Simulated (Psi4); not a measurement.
ClCrO2, charge +1, singlet, at a GFN2-xTB geometry (such geometries of metal compounds can be far from the true shape) (the multiplicity is a formal guess), with bond 2-1 at 2.0 times its length; HF/def2-SVP (Psi4 1.11).

Psi4 was given this input:
```
memory 2 GB

molecule {
1 1
  Cr    0.30551309   -0.01734383    0.39439997
  O     2.69243309   -1.35963647   -1.04392879
  O    -0.54284806   -0.99267836    1.24350979
  Cl   -0.88125379    0.81562353   -0.98915073
}

set basis def2-svp
set scf_initial_accelerator ediis

energy('scf')
print_variables()
```

### Question
What does Psi4 print? Leave out banner, timings and long lists.

### Answer

```
   => Loading Basis Set <=

    Name: DEF2-SVP
    Role: ORBITAL
    Keyword: BASIS

         ---------------------------------------------------------
                                   SCF
               by Justin Turney, Rob Parrish, Andy Simmonett
                          and Daniel G. A. Smith
                              RHF Reference
         ---------------------------------------------------------

  ==> Geometry <==

    Molecular point group: c1
    Full point group: C1

    Geometry (in Angstrom), charge = 1, multiplicity = 1:

       Center              X                  Y                   Z               Mass
    ------------   -----------------  -----------------  -----------------  -----------------
         CR           0.142059496068     0.066798906930     0.486173944017    51.940506230000
         O            2.528979496068    -1.275493733070    -0.952154815983    15.994914619570
         O           -0.706301653932    -0.908535623070     1.335283764017    15.994914619570
         CL          -1.044707383932     0.899766266930    -0.897376755983    34.968852682000

  Running in c1 symmetry.

  Rotational constants: A =      0.15639  B =      0.08281  C =      0.05811 [cm^-1]
  Rotational constants: A =   4688.56061  B =   2482.68551  C =   1742.21122 [MHz]
  Nuclear repulsion =  256.859907758690952

  Charge       = 1
  Multiplicity = 1
  Electrons    = 56
  Nalpha       = 28
  Nbeta        = 28

  ==> Algorithm <==

  SCF Algorithm Type is DF.
  DIIS enabled.
  MOM disabled.
  Fractional occupation disabled.
  Guess Type is SAD.
  Energy threshold   = 1.00e-06
  Density threshold  = 1.00e-06
  Integral threshold = 1.00e-12

  ==> Primary Basis <==

  Basis Set: DEF2-SVP
    Blend: DEF2-SVP
    Number of shells: 31
    Number of basis functions: 77
    Number of Cartesian functions: 85
    Spherical Harmonics?: true
    Max angular momentum: 3

   => Loading Basis Set <=

    Name: (DEF2-SVP AUX)
    Role: JKFIT
    Keyword: DF_BASIS_SCF

  ==> Integral Setup <==

  SCF_SUBTYPE=INCORE selected. In-core MEM_DF algorithm will be used.
  Using in-core AOs.

  ==> MemDFJK: Density-Fitted J/K Matrices <==

    J tasked:                   Yes
    K tasked:                   Yes
    wK tasked:                   No
    Algorithm:                 Core
    Schwarz Cutoff:           1E-12
    Mask sparsity (%):       6.1056
    Fitting Condition:        1E-10

   => Auxiliary Basis Set <=

  Basis Set: (DEF2-SVP AUX)
    Blend: DEF2-UNIVERSAL-JKFIT
    Number of shells: 146
    Number of basis functions: 546
    Number of Cartesian functions: 718
    Spherical Harmonics?: true
    Max angular momentum: 6

  Minimum eigenvalue in the overlap matrix is 1.4353051524E-02.
  Reciprocal condition number of the overlap matrix is 4.3857374422E-03.
    Using symmetric orthogonalization.

  ==> Pre-Iterations <==

  SCF Guess: Superposition of Atomic Densities via on-the-fly atomic UHF (no occupation information).

   -------------------------
    Irrep   Nso     Nmo
   -------------------------
     A         77      77
   -------------------------
    Total      77      77
   -------------------------

  ==> Iterations <==

                           Total Energy        Delta E     RMS |[F,P]|

   @DF-RHF iter SAD: -1649.75650149013609   -1.64976e+03   0.00000e+00
   @DF-RHF iter   1: -1649.03477352694199    7.21728e-01   2.03538e-02 DIIS/EDIIS
   @DF-RHF iter   2: -1626.12600937985212    2.29088e+01   5.08011e-02 DIIS/EDIIS
   @DF-RHF iter   3: -1646.03572352727520   -1.99097e+01   4.21590e-02 DIIS/EDIIS
   @DF-RHF iter   4: -1647.69257387184825   -1.65685e+00   3.19740e-02 DIIS/EDIIS
   @DF-RHF iter   5: -1649.07185433872087   -1.37928e+00   2.55697e-02 DIIS/EDIIS
   @DF-RHF iter   6: -1649.78822938263102   -7.16375e-01   2.00052e-02 DIIS/EDIIS
   @DF-RHF iter   7: -1650.51568370994005   -7.27454e-01   1.63187e-02 DIIS/EDIIS
   @DF-RHF iter   8: -1651.28056268595128   -7.64879e-01   5.87895e-03 DIIS/EDIIS
[...]
   @DF-RHF iter  21: -1651.43489644214492   -1.33467e-06   4.52640e-06 DIIS
   @DF-RHF iter  22: -1651.43489715785404   -7.15709e-07   4.23398e-06 DIIS
   @DF-RHF iter  23: -1651.43489818154740   -1.02369e-06   3.92871e-06 DIIS
   @DF-RHF iter  24: -1651.43489943393183   -1.25238e-06   3.68959e-06 DIIS
   @DF-RHF iter  25: -1651.43490091968306   -1.48575e-06   3.45614e-06 DIIS
   @DF-RHF iter  26: -1651.43490249088291   -1.57120e-06   3.24136e-06 DIIS
   @DF-RHF iter  27: -1651.43490425189520   -1.76101e-06   3.01272e-06 DIIS
   @DF-RHF iter  28: -1651.43490615374253   -1.90185e-06   2.80629e-06 DIIS
   @DF-RHF iter  29: -1651.43490714701056   -9.93268e-07   2.70016e-06 DIIS
   @DF-RHF iter  30: -1651.43490784526716   -6.98257e-07   2.63632e-06 DIIS
   @DF-RHF iter  31: -1651.43490864793557   -8.02668e-07   2.55754e-06 DIIS
   @DF-RHF iter  32: -1651.43490949173383   -8.43798e-07   2.50099e-06 DIIS
   @DF-RHF iter  33: -1651.43491023140700   -7.39673e-07   2.45094e-06 DIIS
   @DF-RHF iter  34: -1651.43491094246951   -7.11063e-07   2.40602e-06 DIIS
   @DF-RHF iter  35: -1651.43491184901404   -9.06545e-07   2.36874e-06 DIIS
   @DF-RHF iter  36: -1651.43491254476817   -6.95754e-07   2.34848e-06 DIIS
   @DF-RHF iter  37: -1651.43491351433613   -9.69568e-07   2.31487e-06 DIIS
   @DF-RHF iter  38: -1651.43491508312854   -1.56879e-06   2.26884e-06 DIIS
   @DF-RHF iter  39: -1651.43491734075428   -2.25763e-06   2.21280e-06 DIIS
   @DF-RHF iter  40: -1651.43491964381224   -2.30306e-06   2.14554e-06 DIIS
   @DF-RHF iter  41: -1651.43492217252310   -2.52871e-06   2.08859e-06 DIIS
   @DF-RHF iter  42: -1651.43492477936070   -2.60684e-06   1.96005e-06 DIIS
   @DF-RHF iter  43: -1651.43492967102611   -4.89167e-06   2.14219e-06 DIIS
   @DF-RHF iter  44: -1651.43492991569997   -2.44674e-07   1.93437e-06 DIIS
   @DF-RHF iter  45: -1651.43493455668340   -4.64098e-06   2.76734e-06 DIIS
   @DF-RHF iter  46: -1651.43493637819984   -1.82152e-06   2.50861e-06 DIIS
   @DF-RHF iter  47: -1651.43493732739603   -9.49196e-07   1.73161e-06 DIIS
   @DF-RHF iter  48: -1651.43493840447763   -1.07708e-06   1.40868e-06 DIIS
   @DF-RHF iter  49: -1651.43493867674147   -2.72264e-07   9.61905e-07 DIIS
  Energy and wave function converged.

  ==> Post-Iterations <==

    Orbital Energies [Eh]
    ---------------------

    Doubly Occupied:

[...]
      28A     -0.682256

    Virtual:

[...]
      77A      3.354200

    Final Occupation by Irrep:
              A
    DOCC [    28 ]
    NA   [    28 ]
    NB   [    28 ]

  @DF-RHF Final Energy: -1651.43493867674147

   => Energetics <=

    Nuclear Repulsion Energy =            256.8599077586909516
    One-Electron Energy =               -2770.9351024209177012
    Two-Electron Energy =                 862.6402559854852825
    Total Energy =                      -1651.4349386767414671

Computation Completed

Properties will be evaluated at   0.000000,   0.000000,   0.000000 [a0]

Properties computed using the SCF density matrix

 Multipole Moments:

 ------------------------------------------------------------------------------------
     Multipole            Electronic (a.u.)      Nuclear  (a.u.)        Total (a.u.)
 ------------------------------------------------------------------------------------

 L = 1.  Multiply by 2.5417464519 to convert [e a0] to [Debye]
 Dipole X            :          1.2157510            0.4361963            1.6519472
 Dipole Y            :          1.4848980           -1.0828784            0.4020196
 Dipole Z            :          1.6848209           -0.9868124            0.6980085
 Magnitude           :                                                    1.8378698

 ------------------------------------------------------------------------------------

  Variable Map:
  ----------------------------------------------------------------------------
[...]
  Array Variable Map:
  ----------------------------------------------------------------------------
[...]
[...]
```
